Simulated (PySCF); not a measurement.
Work out the structure from these simulated measurements.

Elements present: C, H and Si. Monoisotopic mass: 174.0173 u.

* Triplet: lowest triplet excitation (Tamm–Dancoff): 4.88 eV [TDA wB97X-D/def2-SVPD]
* Valence photoelectron: vertical ionisation energy: 8.98 eV [ΔSCF wB97X-D/def2-SVPD]
* UV, first state: lowest singlet excitation: 5.76 eV (215 nm, f = 0.003) [TDDFT wB97X-D/def2-SVPD]
* 13C NMR: chemical shifts (computed TMS as zero) by class: 117.7 (1 C), 80.2 (1 C), 6.3 (1 C), -7.5 (1 C) ppm [GIAO PBE0/pcSseg-1]
* UV, strongest line: among the 10 lowest singlet transitions: S10 at 7.10 eV (175 nm, f = 0.273) [TDDFT wB97X-D/def2-SVPD]
* Rotational structure: rotational constants A, B, C: 1.275, 0.529, 0.395 GHz [PBE0-D3(BJ)/def2-SVP]
* Dipole: 2.51 D [wB97X-D/def2-SVPD]
* 1H NMR: chemical shifts (computed TMS as zero) by class: 4.44 (1 H), 4.28 (1 H), 4.15 (1 H), 4.03 (1 H), 3.56 (3 H), 3.16 (1 H), 1.96 (3 H), 0.54 (3 H) ppm [GIAO PBE0/pcSseg-1]

The electronic properties come from PySCF, for the isolated species, density fitting. Levels stand in brackets. Geometry: PBE0-D3(BJ)/def2-SVP, one conformer, isolated molecule. Each NMR value is the plain mean over a class of atoms that symmetry, rotation or inversion makes alike.

Question: Which formula fits the mass and the elements?

Answer: C4H14Si4 (calculated 174.0173). No other formula that holds each of these elements comes within 0.0003 u with a fitting electron parity and a possible valence count.

Question: Propose a structure and show how it fits.

Answer: Numbering: `[CH3:1][C:2]#[C:3][SiH2:4][Si@@H:5]([SiH3:6])[SiH2:7][CH3:8]`. Its formula, C4H14Si4, gives 2 degrees of unsaturation: 0 rings and 2 π bonds in the structure found. 4 carbons fall into 4 classes; from least to most shielded: alkyne carbon [C2] (117.7 ppm), alkyne carbon [C3] (80.2 ppm), propargylic carbon [C1] (6.3 ppm), Si-methyl carbon [C8] (-7.5 ppm). Hydrogen classes from least to most shielded: 1 H on an SiH2 silicon, Si4 (4.44 ppm), 1 H on an SiH2 silicon, Si4 (4.28 ppm), 1 H on an SiH2 silicon, Si7 (4.15 ppm), 1 H on an SiH2 silicon, Si7 (4.03 ppm), 3 H on an SiH3 silicon, Si6 (3.56 ppm), 1 H on an SiH silicon, Si5 (3.16 ppm), 3 H on a propargylic carbon, C1 (1.96 ppm), 3 H on an Si-methyl carbon, C8 (0.54 ppm, a mean of values up to 0.7 ppm apart in this geometry). The first electron is taken from the HOMO, whose largest Löwdin shares are 0.20 on the SiH silicon, 0.19 on an alkyne carbon, 0.18 on an alkyne carbon and 0.16 on an SiH2 silicon. The optimised geometry has point group C1 and is an asymmetric top. Structure: `CC#C[SiH2][Si@@H]([SiH3])[SiH2]C`. Computed isomers that give other values at the same levels: `C#C[Si@H](CC)[SiH2][SiH2][SiH3]` (13C chemical shifts (computed TMS as zero) by class: 107.8 (1 C), 85.9 (1 C), 10.0 (1 C), 7.8 (1 C) ppm); `CC#C[Si@H](C)[SiH]([SiH3])[SiH3]` (13C chemical shifts (computed TMS as zero) by class: 118.1 (1 C), 82.6 (1 C), 6.1 (1 C), -2.9 (1 C) ppm); `CC#C[SiH2][Si@@H](C)[SiH2][SiH3]` (1H chemical shifts (computed TMS as zero) by class: 4.38 (1 H), 4.17 (1 H), 3.73 (1 H), 3.63 (3 H), 3.38 (1 H), 3.31 (1 H), 1.99 (3 H), 0.41 (3 H) ppm). The assignments are read from this structure; whether some other isomer fits the data as well wasn't checked. The mirror image fits equally.

Conformer computed: `[CH3:1][C:2]#[C:3][SiH2:4][Si@@H:5]([SiH3:6])[SiH2:7][CH3:8]`: C3–Si4–Si5–Si6 -176°, Si4–Si5–Si7–C8 62°.
